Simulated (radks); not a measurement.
Valence configurations of Eu I (all share [Xe]). Method: scalar-relativistic Kohn-Sham, PBE, spin-polarised, spherical densities, finite nucleus; open shells are filled with parallel spins first (spin-orbit coupling, left out, can overturn this in heavy ions); Fermi nuclear charge, rms radius 5.1115 fm; computed with a radial shooting solver on a logarithmic mesh with Libxc functionals. Energies are relative to 4f7 6s2; eigenvalues in eV for spin up.

4f7 6s2: E (eV) 0.000; moment (Bohr magnetons) 7; e(4f) -4.101; e(6s) -3.723
4f7 5d0.5 6s1.5: E (eV) 0.759; moment (Bohr magnetons) 8; e(4f) -3.441; e(5d) -1.562; e(6s) -3.671
4f7 5d1 6s1: E (eV) 1.348; moment (Bohr magnetons) 9; e(4f) -2.862; e(5d) -1.360; e(6s) -3.599
4f7 5d1 6s0.5 6p0.5: E (eV) 2.543; moment (Bohr magnetons) 9; e(4f) -3.454; e(5d) -1.788; e(6p) -1.515; e(6s) -3.926
4f7 5d2: E (eV) 3.617; moment (Bohr magnetons) 9; e(4f) -2.230; e(5d) -1.064
4f7 5d1 6p1: E (eV) 3.753; moment (Bohr magnetons) 9; e(4f) -4.035; e(5d) -2.196; e(6p) -1.797
4f5 5d2 6s2: E (eV) 14.035; moment (Bohr magnetons) 7; e(4f) -16.330; e(5d) -4.254; e(6s) -4.638
4f5 6s2 6p2: E (eV) 21.966; moment (Bohr magnetons) 7; e(4f) -23.395; e(6p) -3.460; e(6s) -7.352
4f5 6s1 6p3: E (eV) 24.384; moment (Bohr magnetons) 9; e(4f) -24.204; e(6p) -3.996; e(6s) -8.076

NIST lists [Xe] 4f7 6s2 as the ground configuration; this level of theory agrees among the configurations tried. The energies are those of spherical high-spin densities, not of single terms. No valid solution was reached for [Xe] 4f7.5 6s1.5.
